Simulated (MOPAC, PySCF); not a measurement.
C4H5F, SMILES `C=CC(F)=C` (C–C–C–F torsion 0°), neutral singlet in the gas phase. 

Cartesian coordinates (Å):
```xyz
10

C     -1.6492    -0.6974     0.3489
C     -0.6456    -0.2326    -0.4107
C      0.6291     0.2331     0.1019
C      1.6565     0.7040    -0.6182
F      0.7505     0.1673     1.4569
H     -2.5840    -1.0329    -0.0993
H     -1.5595    -0.7531     1.4340
H     -0.7480    -0.1818    -1.4975
H      2.5776     1.0316    -0.1406
H      1.5727     0.7620    -1.7013
```
Charge 0, spin multiplicity 1.

All levels are single points at this geometry (PBE-D3(BJ)/def2-TZVP); Pople sets use spherical d functions. Orbital energies aren't observables, and empty levels follow the basis.

BP86/6-31G* in PySCF gives dipole (D) = 1.17.

Problem. Estimate the dipole (D) from each of these levels: PBE-D3(BJ)/def2-TZVP in PySCF; B3LYP/6-31G* in PySCF; SVWN5/6-31G* in PySCF; HF/3-21G in PySCF; HF/STO-3G in PySCF; AM1 in MOPAC; PM6 in MOPAC; PM7 in MOPAC.

Solution. 
| level | dipole (D) |
|---|---|
| PBE-D3(BJ)/def2-TZVP in PySCF | 1.32 |
| B3LYP/6-31G* in PySCF | 1.29 |
| SVWN5/6-31G* in PySCF | 1.20 |
| HF/3-21G in PySCF | 1.77 |
| HF/STO-3G in PySCF | 0.99 |
| AM1 in MOPAC | 1.40 |
| PM6 in MOPAC | 1.55 |
| PM7 in MOPAC | 1.63 |
